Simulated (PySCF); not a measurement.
# Working out the ionisation energy of Cu⁺

Cu⁺ [Ar] 3d10 (1S) → Cu²⁺ [Ar] 3d9 (2D). All numbers are calculated (PySCF 2.14, no relativity, point nucleus, in 6-31G*). Frozen: [Ar]. Energies in hartree (1 hartree = 27.21139 eV):

| part | Cu⁺ (lower) | Cu²⁺ (upper) |
| --- | --- | --- |
| UHF | -1638.350384 | -1637.788881 |
| MP2 opposite-spin | -0.153598 | -0.103455 |
| MP2 same-spin | -0.088239 | -0.059371 |

Question: What does Hartree-Fock give?

Answer: (-1637.788881) − (-1638.350384) = 0.561503 hartree = 15.279 eV.

Question: What do MP2 and SCS-MP2 (6/5 opposite-spin, 1/3 same-spin) give?

Answer: The opposite-spin parts differ by 1.364 eV and the same-spin parts by 0.786 eV. MP2: 15.279 + (1.364) + (0.786) = 17.429 eV. SCS-MP2: 15.279 + 1.2 × (1.364) + (0.786)/3 = 17.178 eV.

Reference: 20.292 eV (measured; NIST Atomic Spectra Database, ionization energies), between the lowest levels; spin-orbit coupling is absent from the calculation.

The calculation is non-relativistic.

What remains against the reference includes basis incompleteness, the frozen core and correlation beyond second order.
